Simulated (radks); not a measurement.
Spherical quantum dot in the effective-mass picture: electrons in a well V = -V0 / (1 + exp((r - R)/a)) with V0 = 28.4, R = 1.68, a = 0.13, all in effective atomic units (hartree* = m*/eps^2 hartree, bohr* = eps/m* bohr), one dielectric constant everywhere. Method: non-relativistic Kohn-Sham, LDA (Slater exchange, Perdew-Wang correlation), spin-polarised, spherical densities; computed with a radial shooting solver with Libxc functionals. Levels are named by radial order and angular momentum (1s, 1p, 1d, 2s, ...), and open shells are averaged over m. Each electron was tried in the lowest free levels, single moves between levels near the top were tried too, and the lowest total energy was kept; such a search can miss a lower state. At N = 1 the Hartree and exchange-correlation terms need not cancel, so that row can carry a self-interaction error.

N	open shells	2S	mu = E(N) - E(N-1) (hartree*)	addition energy mu(N+1) - mu(N) (hartree*)	e(HOMO) (hartree*)	rms radius (bohr*)
1	1s(up 1, down 0)	1	-26.393	1.017	-26.007	0.8728
2	none	0	-25.376	2.595	-24.982	0.8941
3	1p(up 1, down 0)	1	-22.782	0.7696	-22.402	0.9541
4	1p(up 2, down 0)	2	-22.012	0.7899	-21.619	0.9865
5	1p(up 3, down 0)	3	-21.222	1.022	-20.824	1.008
6	1p(up 3, down 1)	2	-20.200	0.7525	-19.828	1.026
7	1p(up 3, down 2)	1	-19.448	0.7692	-19.065	1.040
8	none	0	-18.678	2.838	-18.291	1.052
9	1d(up 1, down 0)	1	-15.841	0.7263	-15.478	1.071
10	1d(up 2, down 0)	2	-15.114	0.7297	-14.750	1.087
11	1d(up 3, down 0)	3	-14.385	0.7313	-14.019	1.101
12	1d(up 4, down 0)	4	-13.653	0.7317	-13.287	1.112
13	1d(up 5, down 0)	5	-12.922	0.9359	-12.556	1.123
14	1d(up 5, down 1)	4	-11.986	0.7105	-11.631	1.132
15	1d(up 5, down 2)	3	-11.275	0.7137	-10.919	1.141
16	1d(up 5, down 3)	2	-10.561	0.7153	-10.204	1.149
17	1d(up 5, down 4)	1	-9.8461	0.7159	-9.4882	1.157
18	none	0	-9.1302	2.549	-8.7722	1.164
19	2s(up 1, down 0)	1	-6.5812	0.9846	-6.1540	1.163
20	none	0	-5.5966	0.9756	-5.1706	1.163
21	1f(up 1, down 0)	1	-4.6209	0.6829	-4.2795	1.172
22	1f(up 2, down 0)	2	-3.9380	-	-3.5965	1.180

All shells are closed at N = 2, 8, 18, 20 (there: 1s2 1p6 1d10 2s2); the second difference of the energy has clear peaks (12 % above both neighbours; the first and last values, which can be the largest, are not judged, and half-filled shells can peak too) at N = 2, 5, 8, 13, 18.
